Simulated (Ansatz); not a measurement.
One change: `O/C([SiH3])=C/[SiH3]` becomes `[SiH3]/C=C(\[SiH3])Cl`.

Ansatz, PBE0-D4/def2-TZVP geometries, multiplicity 1. Each molecule was computed in one conformer, which needn't be the lowest.

```tsv
property	`O/C([SiH3])=C/[SiH3]`
HOMO–LUMO gap (B3LYP/def2-TZVPP) / eV	5.98
LUMO energy (PBE0/def2-TZVPP) / eV	-0.73
HOMO energy (PBE0/def2-TZVPP) / eV	-7.12
HOMO–LUMO gap (PBE0/def2-TZVPP) / eV	6.39
HOMO–LUMO gap (PBE/def2-TZVPP) / eV	4.33
LUMO energy (ωB97M-V/def2-TZVPP) / eV	1.26
```

Task: What does the change do to each property? (An estimate is asked.)

Result: Computed: 
```
                             property  `[SiH3]/C=C(\[SiH3])Cl`  shift
HOMO–LUMO gap (B3LYP/def2-TZVPP) / eV                     5.91  -0.07
   LUMO energy (PBE0/def2-TZVPP) / eV                    -1.39  -0.66
   HOMO energy (PBE0/def2-TZVPP) / eV                    -7.71  -0.59
 HOMO–LUMO gap (PBE0/def2-TZVPP) / eV                     6.32  -0.07
  HOMO–LUMO gap (PBE/def2-TZVPP) / eV                     4.29  -0.04
LUMO energy (ωB97M-V/def2-TZVPP) / eV                     0.63  -0.63
```

With PBE0 the HOMO falls by 0.59 eV and the LUMO falls by 0.66 eV, so the gap narrows by about 0.07 eV. PBE moves the HOMO by -0.62 eV and ωB97M-V by -0.55 eV.

B3LYP here is the variant with VWN-RPA as its local correlation; programs differ in this.
